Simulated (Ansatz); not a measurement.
Molecular dynamics of CH₇FSi₂

input.yaml

```yaml
crystal:
  periodic: [false, false, false]
  atoms:
    - { symbol: Si, position_ang: [-0.322026, 0.100609, 0.225199] }
    - { symbol: Si, position_ang: [1.127788, 0.015065, 2.123542] }
    - { symbol: H, position_ang: [0.24879, -0.503657, 3.185538] }
    - { symbol: H, position_ang: [2.401737, -0.721643, 2.299706] }
    - { symbol: H, position_ang: [1.445659, 1.446429, 2.217772] }
    - { symbol: H, position_ang: [1.189079, -0.571411, 0.491357] }
    - { symbol: F, position_ang: [0.105891, 1.185738, -0.889198] }
    - { symbol: C, position_ang: [-0.921643, -1.43179, -0.709014] }
    - { symbol: H, position_ang: [-0.888507, -2.301771, -0.058558] }
    - { symbol: H, position_ang: [-1.953922, -1.293911, -1.016391] }
    - { symbol: H, position_ang: [-0.331147, -1.637655, -1.594452] }
basis:
  gaussian: { orbitals: "6-31G*" }
hamiltonian:
  xc: hf
md:
  timestep: 0.5
  n_steps: 200
  ensemble: nve
  temperature: 300.0
  initial_velocities: maxwell_boltzmann
  seed: 8086
```

Launched with:

```bash
$ ansatz run input.yaml --threads 1 --pin off --max-ram 2048MiB --backend cpu --events-out ev --progress --plain --runs-dir out
```

It starts at the highest image of a converged band. Of that band: Neighbouring images differ by up to 2.6 eV, so the band resolves the path poorly. A vibrational analysis at the climbing image gives 2 clearly imaginary modes (577i, 125i cm⁻¹): a point of higher order, so a lower path passes nearby.

Output, in part (one step line in 3, the closing report, with atoms numbered from 0):

```
md step     0: t =     0.00 fs  T =   300.0 K  F+E_penalty+E_count = -19569.56760428 eV  E_kin = 0.349002 eV  conserved = -19569.21860229 eV  (34 SCF iters)
md step     3: t =     1.50 fs  T =   261.7 K  F+E_penalty+E_count = -19569.52247268 eV  E_kin = 0.304440 eV  conserved = -19569.21803290 eV  (26 SCF iters)
md step     6: t =     3.00 fs  T =   195.5 K  F+E_penalty+E_count = -19569.44509902 eV  E_kin = 0.227463 eV  conserved = -19569.21763562 eV  (25 SCF iters)
md step     9: t =     4.50 fs  T =   145.6 K  F+E_penalty+E_count = -19569.38717835 eV  E_kin = 0.169379 eV  conserved = -19569.21779922 eV  (25 SCF iters)
md step    12: t =     6.00 fs  T =   105.0 K  F+E_penalty+E_count = -19569.33970497 eV  E_kin = 0.122164 eV  conserved = -19569.21754132 eV  (25 SCF iters)
md step    15: t =     7.50 fs  T =    98.1 K  F+E_penalty+E_count = -19569.33153622 eV  E_kin = 0.114139 eV  conserved = -19569.21739771 eV  (27 SCF iters)
md step    18: t =     9.00 fs  T =   136.0 K  F+E_penalty+E_count = -19569.37609250 eV  E_kin = 0.158213 eV  conserved = -19569.21787982 eV  (26 SCF iters)
md step    21: t =    10.50 fs  T =   170.4 K  F+E_penalty+E_count = -19569.41636183 eV  E_kin = 0.198254 eV  conserved = -19569.21810826 eV  (26 SCF iters)
md step    24: t =    12.00 fs  T =   178.6 K  F+E_penalty+E_count = -19569.42546700 eV  E_kin = 0.207721 eV  conserved = -19569.21774594 eV  (26 SCF iters)
md step    27: t =    13.50 fs  T =   191.8 K  F+E_penalty+E_count = -19569.44097732 eV  E_kin = 0.223145 eV  conserved = -19569.21783212 eV  (26 SCF iters)
md step    30: t =    15.00 fs  T =   205.3 K  F+E_penalty+E_count = -19569.45679279 eV  E_kin = 0.238822 eV  conserved = -19569.21797049 eV  (26 SCF iters)
md step    33: t =    16.50 fs  T =   209.5 K  F+E_penalty+E_count = -19569.46130902 eV  E_kin = 0.243725 eV  conserved = -19569.21758390 eV  (26 SCF iters)
md step    36: t =    18.00 fs  T =   240.5 K  F+E_penalty+E_count = -19569.49741351 eV  E_kin = 0.279807 eV  conserved = -19569.21760649 eV  (26 SCF iters)
md step    39: t =    19.50 fs  T =   294.5 K  F+E_penalty+E_count = -19569.56078576 eV  E_kin = 0.342630 eV  conserved = -19569.21815555 eV  (26 SCF iters)
md step    42: t =    21.00 fs  T =   318.3 K  F+E_penalty+E_count = -19569.58833575 eV  E_kin = 0.370239 eV  conserved = -19569.21809685 eV  (26 SCF iters)
md step    45: t =    22.50 fs  T =   319.6 K  F+E_penalty+E_count = -19569.58925531 eV  E_kin = 0.371761 eV  conserved = -19569.21749397 eV  (26 SCF iters)
md step    48: t =    24.00 fs  T =   356.8 K  F+E_penalty+E_count = -19569.63274176 eV  E_kin = 0.415136 eV  conserved = -19569.21760625 eV  (26 SCF iters)
md step    51: t =    25.50 fs  T =   426.2 K  F+E_penalty+E_count = -19569.71356278 eV  E_kin = 0.495812 eV  conserved = -19569.21775039 eV  (25 SCF iters)
md step    54: t =    27.00 fs  T =   515.9 K  F+E_penalty+E_count = -19569.81760476 eV  E_kin = 0.600120 eV  conserved = -19569.21748449 eV  (26 SCF iters)
md step    57: t =    28.50 fs  T =   647.8 K  F+E_penalty+E_count = -19569.97136021 eV  E_kin = 0.753601 eV  conserved = -19569.21775925 eV  (26 SCF iters)
md step    60: t =    30.00 fs  T =   794.9 K  F+E_penalty+E_count = -19570.14302218 eV  E_kin = 0.924785 eV  conserved = -19569.21823685 eV  (30 SCF iters)
md step    63: t =    31.50 fs  T =   914.1 K  F+E_penalty+E_count = -19570.28135476 eV  E_kin = 1.063414 eV  conserved = -19569.21794056 eV  (31 SCF iters)
md step    66: t =    33.00 fs  T =  1034.1 K  F+E_penalty+E_count = -19570.42080200 eV  E_kin = 1.203046 eV  conserved = -19569.21775611 eV  (31 SCF iters)
md step    69: t =    34.50 fs  T =  1171.9 K  F+E_penalty+E_count = -19570.58158213 eV  E_kin = 1.363271 eV  conserved = -19569.21831135 eV  (30 SCF iters)
md step    72: t =    36.00 fs  T =  1279.4 K  F+E_penalty+E_count = -19570.70651981 eV  E_kin = 1.488330 eV  conserved = -19569.21818996 eV  (31 SCF iters)
md step    75: t =    37.50 fs  T =  1368.9 K  F+E_penalty+E_count = -19570.81020697 eV  E_kin = 1.592548 eV  conserved = -19569.21765878 eV  (30 SCF iters)
md step    78: t =    39.00 fs  T =  1492.7 K  F+E_penalty+E_count = -19570.95440007 eV  E_kin = 1.736506 eV  conserved = -19569.21789369 eV  (30 SCF iters)
md step    81: t =    40.50 fs  T =  1630.2 K  F+E_penalty+E_count = -19571.11484467 eV  E_kin = 1.896523 eV  conserved = -19569.21832212 eV  (30 SCF iters)
md step    84: t =    42.00 fs  T =  1739.8 K  F+E_penalty+E_count = -19571.24205932 eV  E_kin = 2.023933 eV  conserved = -19569.21812612 eV  (30 SCF iters)
md step    87: t =    43.50 fs  T =  1836.4 K  F+E_penalty+E_count = -19571.35437984 eV  E_kin = 2.136321 eV  conserved = -19569.21805886 eV  (31 SCF iters)
md step    90: t =    45.00 fs  T =  1924.9 K  F+E_penalty+E_count = -19571.45772440 eV  E_kin = 2.239356 eV  conserved = -19569.21836839 eV  (30 SCF iters)
md step    93: t =    46.50 fs  T =  1982.1 K  F+E_penalty+E_count = -19571.52386966 eV  E_kin = 2.305814 eV  conserved = -19569.21805517 eV  (30 SCF iters)
md step    96: t =    48.00 fs  T =  2038.8 K  F+E_penalty+E_count = -19571.58965732 eV  E_kin = 2.371775 eV  conserved = -19569.21788266 eV  (31 SCF iters)
md step    99: t =    49.50 fs  T =  2111.7 K  F+E_penalty+E_count = -19571.67510756 eV  E_kin = 2.456653 eV  conserved = -19569.21845457 eV  (34 SCF iters)
md step   102: t =    51.00 fs  T =  2146.6 K  F+E_penalty+E_count = -19571.71583034 eV  E_kin = 2.497187 eV  conserved = -19569.21864384 eV  (30 SCF iters)
md step   105: t =    52.50 fs  T =  2126.3 K  F+E_penalty+E_count = -19571.69169047 eV  E_kin = 2.473655 eV  conserved = -19569.21803523 eV  (30 SCF iters)
md step   108: t =    54.00 fs  T =  2109.3 K  F+E_penalty+E_count = -19571.67177452 eV  E_kin = 2.453815 eV  conserved = -19569.21795995 eV  (30 SCF iters)
md step   111: t =    55.50 fs  T =  2104.9 K  F+E_penalty+E_count = -19571.66700482 eV  E_kin = 2.448658 eV  conserved = -19569.21834659 eV  (31 SCF iters)
md step   114: t =    57.00 fs  T =  2077.3 K  F+E_penalty+E_count = -19571.63468767 eV  E_kin = 2.416599 eV  conserved = -19569.21808893 eV  (30 SCF iters)
md step   117: t =    58.50 fs  T =  2047.3 K  F+E_penalty+E_count = -19571.59949108 eV  E_kin = 2.381661 eV  conserved = -19569.21783053 eV  (30 SCF iters)
md step   120: t =    60.00 fs  T =  2040.4 K  F+E_penalty+E_count = -19571.59177061 eV  E_kin = 2.373664 eV  conserved = -19569.21810684 eV  (30 SCF iters)
md step   123: t =    61.50 fs  T =  2032.2 K  F+E_penalty+E_count = -19571.58242773 eV  E_kin = 2.364089 eV  conserved = -19569.21833888 eV  (30 SCF iters)
md step   126: t =    63.00 fs  T =  2001.4 K  F+E_penalty+E_count = -19571.54652560 eV  E_kin = 2.328309 eV  conserved = -19569.21821621 eV  (31 SCF iters)
md step   129: t =    64.50 fs  T =  1957.6 K  F+E_penalty+E_count = -19571.49569271 eV  E_kin = 2.277348 eV  conserved = -19569.21834518 eV  (30 SCF iters)
md step   132: t =    66.00 fs  T =  1892.1 K  F+E_penalty+E_count = -19571.41945241 eV  E_kin = 2.201134 eV  conserved = -19569.21831890 eV  (30 SCF iters)
md step   135: t =    67.50 fs  T =  1814.1 K  F+E_penalty+E_count = -19571.32824489 eV  E_kin = 2.110395 eV  conserved = -19569.21784978 eV  (30 SCF iters)
md step   138: t =    69.00 fs  T =  1767.2 K  F+E_penalty+E_count = -19571.27393195 eV  E_kin = 2.055818 eV  conserved = -19569.21811428 eV  (30 SCF iters)
md step   141: t =    70.50 fs  T =  1721.4 K  F+E_penalty+E_count = -19571.22136689 eV  E_kin = 2.002528 eV  conserved = -19569.21883872 eV  (31 SCF iters)
md step   144: t =    72.00 fs  T =  1602.2 K  F+E_penalty+E_count = -19571.08255456 eV  E_kin = 1.863903 eV  conserved = -19569.21865148 eV  (30 SCF iters)
md step   147: t =    73.50 fs  T =  1427.0 K  F+E_penalty+E_count = -19570.87799241 eV  E_kin = 1.660062 eV  conserved = -19569.21793089 eV  (30 SCF iters)
md step   150: t =    75.00 fs  T =  1266.2 K  F+E_penalty+E_count = -19570.69102683 eV  E_kin = 1.472976 eV  conserved = -19569.21805092 eV  (30 SCF iters)
md step   153: t =    76.50 fs  T =  1115.5 K  F+E_penalty+E_count = -19570.51589431 eV  E_kin = 1.297657 eV  conserved = -19569.21823692 eV  (31 SCF iters)
md step   156: t =    78.00 fs  T =   962.1 K  F+E_penalty+E_count = -19570.33705503 eV  E_kin = 1.119265 eV  conserved = -19569.21778998 eV  (31 SCF iters)
md step   159: t =    79.50 fs  T =   847.1 K  F+E_penalty+E_count = -19570.20331532 eV  E_kin = 0.985496 eV  conserved = -19569.21781908 eV  (30 SCF iters)
md step   162: t =    81.00 fs  T =   771.2 K  F+E_penalty+E_count = -19570.11518305 eV  E_kin = 0.897132 eV  conserved = -19569.21805059 eV  (32 SCF iters)
md step   165: t =    82.50 fs  T =   715.8 K  F+E_penalty+E_count = -19570.05036860 eV  E_kin = 0.832679 eV  conserved = -19569.21769000 eV  (25 SCF iters)
md step   168: t =    84.00 fs  T =   717.0 K  F+E_penalty+E_count = -19570.05160137 eV  E_kin = 0.834135 eV  conserved = -19569.21746639 eV  (34 SCF iters)
md step   171: t =    85.50 fs  T =   793.8 K  F+E_penalty+E_count = -19570.14141318 eV  E_kin = 0.923457 eV  conserved = -19569.21795613 eV  (25 SCF iters)
md step   174: t =    87.00 fs  T =   901.8 K  F+E_penalty+E_count = -19570.26697104 eV  E_kin = 1.049118 eV  conserved = -19569.21785270 eV  (30 SCF iters)
md step   177: t =    88.50 fs  T =  1050.7 K  F+E_penalty+E_count = -19570.43980152 eV  E_kin = 1.222336 eV  conserved = -19569.21746530 eV  (30 SCF iters)
md step   180: t =    90.00 fs  T =  1271.2 K  F+E_penalty+E_count = -19570.69718309 eV  E_kin = 1.478840 eV  conserved = -19569.21834328 eV  (29 SCF iters)
md step   183: t =    91.50 fs  T =  1475.5 K  F+E_penalty+E_count = -19570.93577513 eV  E_kin = 1.716517 eV  conserved = -19569.21925813 eV  (29 SCF iters)
md step   186: t =    93.00 fs  T =  1572.1 K  F+E_penalty+E_count = -19571.04777387 eV  E_kin = 1.828910 eV  conserved = -19569.21886434 eV  (30 SCF iters)
md step   189: t =    94.50 fs  T =  1596.5 K  F+E_penalty+E_count = -19571.07575535 eV  E_kin = 1.857277 eV  conserved = -19569.21847819 eV  (31 SCF iters)
md step   192: t =    96.00 fs  T =  1591.5 K  F+E_penalty+E_count = -19571.07009104 eV  E_kin = 1.851432 eV  conserved = -19569.21865875 eV  (34 SCF iters)
md step   195: t =    97.50 fs  T =  1548.7 K  F+E_penalty+E_count = -19571.02001016 eV  E_kin = 1.801711 eV  conserved = -19569.21829957 eV  (31 SCF iters)
md step   198: t =    99.00 fs  T =  1504.1 K  F+E_penalty+E_count = -19570.96764318 eV  E_kin = 1.749769 eV  conserved = -19569.21787369 eV  (32 SCF iters)
md step   200: t =   100.00 fs  T =  1495.4 K  F+E_penalty+E_count = -19570.95766609 eV  E_kin = 1.739605 eV  conserved = -19569.21806139 eV  (34 SCF iters)
Total energy: -19570.95766609 eV, -719.2194285571 hartree
Atom 0 at     0.462563    -0.171061    -0.273719 Å, force    -1.448117    -0.265201     0.645387 eV/Å
Atom 1 at     0.763766     0.158087     1.955300 Å, force     0.936782    -0.557678     2.829077 eV/Å
Atom 2 at     0.614687     1.495559     2.647211 Å, force    -0.387910    -0.332792    -1.024418 eV/Å
Atom 3 at    -0.295751    -0.813904     2.290985 Å, force    -0.560765     0.512980     0.406864 eV/Å
Atom 4 at     1.776651    -0.373626     2.902922 Å, force     0.610129    -0.248400    -0.622976 eV/Å
Atom 5 at     1.444465    -0.427853    -1.311123 Å, force     0.257282     0.395890    -0.366599 eV/Å
Atom 6 at    -0.282588     1.283795    -0.203713 Å, force     0.164720     0.059089    -1.493445 eV/Å
Atom 7 at    -1.062174    -1.358475    -0.274446 Å, force     0.903781     0.543001     1.679597 eV/Å
Atom 8 at    -1.061402    -2.002997     0.623937 Å, force     0.205689     0.490524    -0.528182 eV/Å
Atom 9 at    -1.802303    -0.576065    -0.063103 Å, force    -0.415580    -0.781026    -0.534818 eV/Å
Atom 10 at    -1.286126    -2.022063    -1.075313 Å, force    -0.266010     0.183611    -0.990487 eV/Å
Dipole moment:     0.156170    -0.287790    -0.358616 e Å
```

The run went to its last step. The conserved energy stayed within 0.12 meV per atom of its start (net change 0.049 meV per atom), so the integration is sound. The kinetic energy rose, since the run started high on the potential surface and went downhill. A run of 0.1 ps of so small a system gives no equilibrium averages. The orbitals stay closed-shell, which can raise the energy where a bond breaks towards radicals; this wasn't checked here.

Between its relaxed ends the band would form Si2–H6 and break Si1–Si2, Si1–H6. These pairs go: Si2–H6 1.74 → 3.39 Å, Si1–Si2 2.39 → 2.27 Å, Si1–H6 1.68 → 1.45 Å. In the last frame they stand as before the step (other bonds may differ from the relaxed reactants and products). It ends as one piece, CH7FSi2. Pairs count as bonded within 1.25 times the sum of covalent radii (0.12 Å more for H–H).

Last frame:

```xyz
11
Properties=species:S:1:pos:R:3
Si 0.463 -0.171 -0.274
Si 0.764 0.158 1.955
H 0.615 1.496 2.647
H -0.296 -0.814 2.291
H 1.777 -0.374 2.903
H 1.444 -0.428 -1.311
F -0.283 1.284 -0.204
C -1.062 -1.359 -0.274
H -1.061 -2.003 0.624
H -1.802 -0.576 -0.063
H -1.286 -2.022 -1.075
```

Time of the run: 5.4 min on 1 thread of Arm Neoverse V1, on a shared host, peak memory 0.15 GiB.
